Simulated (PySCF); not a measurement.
Compound: aminodimethylborane, C2H8BN.
Atom-mapped SMILES: `[CH3:1][B:2]([CH3:3])[NH2:4]` (hydrogens: H5, H6, H7 on C1; H8, H9, H10 on C3; H11, H12 on N4)

Geometry (PBE0-D3(BJ)/def2-SVP, Å), atoms numbered from 1 in this order:
```
atom  x, y, z in Å
C1     1.4492   -0.3436    0.1932
B2    -0.0339    0.1917    0.0425
C3    -1.2419   -0.8209   -0.1139
N4    -0.2781    1.5700    0.0436
H5     1.5299   -1.0279    1.0547
H6     1.7296   -0.9407   -0.6915
H7     2.2055    0.4476    0.3180
H8    -1.3056   -1.4802    0.7686
H9    -2.2233   -0.3376   -0.2438
H10   -1.0770   -1.4887   -0.9764
H11   -1.2043    1.9662   -0.0498
H12    0.4523    2.2625    0.1469
```

The calculation used core-valence-separated Tamm–Dancoff BHandHLYP/aug-pcX-1 (pcseg-1 on H) in PySCF, non-relativistic, gas phase, PBE0-D3(BJ)/def2-SVP geometry. The energies are unshifted.

Q: What does the B 1s absorption edge look like?

A: 
```csv
E (eV),f,core hole on,main final orbital
187.38,0.0886,B2,LUMO+6 (82 %)
189.95,0.0006,B2,LUMO (94 %)
190.82,0.0011,B2,LUMO+1 (96 %)
190.94,0.0000,B2,LUMO+2 (96 %)
191.12,0.0010,B2,LUMO+3 (97 %)
191.71,0.0089,B2,LUMO+4 (88 %)
191.92,0.0057,B2,LUMO+5 (77 %)
```

The first line with a tenth or more of the strongest one's intensity is at 187.38 eV (f = 0.089), with the hole on B2 (three-coordinate boron). It is also the strongest listed.

Q: Give energies, oscillator strengths and core holes at the C K edge.

A: 
```tsv
E (eV)	f	core hole on	main final orbital
284.45	0.0098	C1/C3	LUMO (2 roots, f summed)
285.11	0.0150	C1/C3	LUMO+6 (2 roots, f summed)
285.30	0.0465	C1/C3	LUMO+1 (2 roots, f summed)
285.61	0.0370	C1/C3	LUMO+3 (2 roots, f summed)
285.66	0.0092	C1/C3	LUMO (2 roots, f summed)
```

The first line with a tenth or more of the strongest one's intensity is at 284.45 eV (f = 0.010, sum of 2), with the hole on C1/C3 (sp3 carbon bound to boron). The strongest listed is at 285.30 eV (f = 0.046, sum of 2; C1/C3).

Q: List the nitrogen K-edge absorption lines.

A: 
```
E (eV)       f  core hole on  main final orbital
399.19  0.0100            N4         LUMO (67 %)
399.29  0.0309            N4       LUMO+6 (82 %)
400.09  0.0301            N4       LUMO+2 (34 %)
401.10  0.0032            N4       LUMO+1 (62 %)
401.30  0.0016            N4       LUMO+3 (79 %)
401.77  0.0043            N4       LUMO+2 (64 %)
402.41  0.0034            N4       LUMO+8 (35 %)
```

The first line with a tenth or more of the strongest one's intensity is at 399.19 eV (f = 0.010), with the hole on N4 (boron-bound nitrogen). The strongest listed is at 399.29 eV (f = 0.031; N4).

Roots within 0.03 eV whose holes lie on the same, on equivalent or on shared atoms are summed into one line, and the highest roots are left out, as the search may have cut off their partners. Final orbitals are the ground state's empty Kohn–Sham orbitals.

Q: What length of transition dipole belongs to the line at 187.38 eV?

A: From f = (2/3) ΔE |μ|² in atomic units, with ΔE = 6.886 Eh and f = 0.0886: |μ| = 0.139 au = 0.35 D.

Only the lowest roots of each edge were sought.

Time: 11 s. Hardware: one thread, x86-64 server, on a shared host.
